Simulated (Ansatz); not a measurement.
Ligand-field states of CoF3 at its PBE0-D4/def2-TZVP geometry (relaxed as a quintet).

```xyz
4

Co    0.0001    0.0001   -0.0004
F    -1.3386    0.5358   -0.9359
F     0.1709    0.5180    1.6297
F     1.1676   -1.0539   -0.6934
```

CASSCF(6,5) on the Co 3d shell in def2-TZVP, averaged with equal weights over 5 quintets and 12 triplets and 6 singlets, then SC-NEVPT2; Ansatz, no spin–orbit coupling. The space holds no ligand orbitals and no second d shell, so covalent complexes are described poorly.

(1) Estimate the states' energies above the lowest.

Results:

(1) 
```tsv
state	CASSCF (cm⁻¹)	NEVPT2 (cm⁻¹)
quintet 1	0	0
quintet 2	1784	2732
quintet 3	1834	2806
quintet 4	15416	19459
quintet 5	15452	19496
triplet 1	20389	15258
triplet 2	20432	15315
triplet 3	21330	17363
triplet 4	21429	17265
triplet 5	23321	17871
triplet 6	23323	17895
triplet 7	24190	22324
triplet 8	24191	22325
triplet 9	24266	23485
triplet 10	24273	23465
triplet 11	26883	25148
triplet 12	26913	25532
singlet 1	33639	28108
singlet 2	34543	32457
singlet 3	34554	32420
singlet 4	35255	31112
singlet 5	35271	31180
singlet 6	35805	34559
```
The lowest NEVPT2 state is a quintet. Run time 28 s (2 threads of Intel Xeon 6975P-C on a shared host).
